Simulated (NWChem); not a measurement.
## Atomisation of CNO

SMILES: [N]=C=O
```xyz
3

N      0.0000     0.0000     1.2791
C      0.0000     0.0000     0.0418
O      0.0000     0.0000    -1.1506
```
Charge 0, spin multiplicity 2.

All runs are NWChem calculations. Structure: optimised with UPBE/def2-SVP, a minimum by its harmonic frequencies.

Basis set: def2-TZVP. The atomisation energy is electronic alone: no zero-point, thermal, spin-orbit or counterpoise terms. No value is extrapolated to the basis-set limit. Free atoms are single determinants with multiplicities N 4, C 3, O 3. Correlated methods freeze the same cores in atoms and molecule, 3 orbitals in all.

The cost column gives rough processor time relative to B3LYP; each entry includes its own SCF. Costs are the molecule's.

B3LYP has NWChem's definition, with VWN1-RPA local correlation. GW and range-separated runs recompute their integrals, the others keep them in memory, which bears on the times. The structure started from a generated list of species. The unpaired electrons of the parent sit in orbitals of symmetry b1 (C2v labels of the run); other states weren't searched. No SCF solution was tested for a lower state. Open-shell Hartree-Fock references start from PBE0 orbitals; any time given for them includes that run. No row is a measurement; the coupled-cluster row has its own basis-set and correlation limits.

```json
[
 {"method": "B3LYP", "atomisation energy (kcal/mol)": "(withheld)", "relative cost": "1", "remark": "-"},
 {"method": "PBE0", "atomisation energy (kcal/mol)": "323.8", "relative cost": "under 3", "remark": "-"},
 {"method": "LDA (SVWN5)", "atomisation energy (kcal/mol)": "(withheld)", "relative cost": "under 3", "remark": "-"},
 {"method": "r2SCAN", "atomisation energy (kcal/mol)": "324.6", "relative cost": "under 3", "remark": "-"},
 {"method": "BP86", "atomisation energy (kcal/mol)": "347.3", "relative cost": "under 3", "remark": "-"},
 {"method": "PBE", "atomisation energy (kcal/mol)": "(withheld)", "relative cost": "under 3", "remark": "-"},
 {"method": "HF", "atomisation energy (kcal/mol)": "(withheld)", "relative cost": "under 3", "remark": "-"},
 {"method": "MP2", "atomisation energy (kcal/mol)": "314.2", "relative cost": "under 3", "remark": "-"},
 {"method": "CCSD(T)", "atomisation energy (kcal/mol)": "303.1", "relative cost": "20", "remark": "large amplitudes"},
 {"method": "CAM-B3LYP", "atomisation energy (kcal/mol)": "321.1", "relative cost": "20", "remark": "-"}
]
```

Problem. Fill in the missing entries.

Solution. 
- B3LYP, atomisation energy (kcal/mol): 322.5
- LDA (SVWN5), atomisation energy (kcal/mol): 395.0
- PBE, atomisation energy (kcal/mol): 350.0
- HF, atomisation energy (kcal/mol): 178.0
